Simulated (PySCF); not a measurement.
C₆H₇O₂ (doublet state).
Numbering: `[O:1]=[C:2]([OH:3])[C:4]12[CH2:5][C:6]([CH2:7]1)[CH2:8]2` (hydrogens: H9 on O3; H10, H11 on C5; H12, H13 on C7; H14, H15 on C8)

Cartesian coordinates in Å at the GFN2-xTB level; atoms count from 1:
```
atom  x, y, z in Å
O1     1.7489   -1.5632    0.9007
C2     1.4295   -0.5158    0.4114
O3     2.2961    0.4578    0.1174
C4     0.0283   -0.1231    0.0531
C5    -0.7165    1.0968    0.6340
C6    -1.6159    0.3787   -0.3814
C7    -1.2317   -0.9796    0.2271
C8    -0.4373    0.2835   -1.3600
H9     3.1996    0.1934    0.3552
H10   -0.9962    1.0365    1.6808
H11   -0.3327    2.0746    0.3632
H12   -1.3204   -1.8552   -0.4066
H13   -1.5508   -1.1809    1.2440
H14   -0.4676   -0.5060   -2.1039
H15   -0.0377    1.2105   -1.7570
```

The hyperfine couplings belong to this conformer and change with its torsions.

Computed with UKS B3LYP, pcH-1 on C H O, non-relativistic, mean-field spin-orbit, GIAO (PySCF). Geometry: GFN2-xTB, one conformer, isolated molecule. A GFN2-xTB geometry isn't a minimum of the functional, and hyperfine couplings can be far from their values at a DFT geometry. No stability test was run, so a lower SCF solution isn't excluded.

Question: What are g_iso and the isotropic 13C coupling of C2?

Answer: g_iso = 2.00271 and a = +123.37 MHz, or +4.401 mT (Mulliken spin population +0.06). 13C makes up about 1.07 % of the natural element, so this concerns labelled samples or satellites.

Question: For one electron spin and this one nucleus (I = 1/2, g_N = 1.4048), compare first-order, second-order and exact resonance fields at 9.698 GHz.

Answer: First order: B = B0 − a·mI with B0 = 345.981 mT. Second order subtracts a²[I(I+1) − mI²]/(2B0). The exact fields come from the Breit–Rabi levels of H = g μB B Sz − g_N μN B Iz + a S·I.

```csv
mI,first order (mT),second order (mT),exact (mT),exact − first order
−1/2,348.181,348.167,348.168,-0.014
+1/2,343.780,343.766,343.766,-0.014
```

Question: Someone takes the midpoint and the distance of the outer exact lines at face value. What g and a result?

Answer: Their midpoint, 345.967 mT, gives an apparent g of 2.00279 (true 2.00271), and their distance over 2I an apparent |a| of 4.402 mT (true 4.401).

Other couplings of abundant isotopes, left aside here: 1 × 1H 4 MHz, 6 × 1H 3 MHz.

Means are taken over nuclei equivalent by connectivity, which assumes that they swap fast.

Hardware: one thread, Arm Neoverse V1 (aarch64), shared host with 64 logical CPUs at a one-minute load of 24. Cost: 62 s wall (grids of density and orbitals included), 0.97 GiB resident at most.
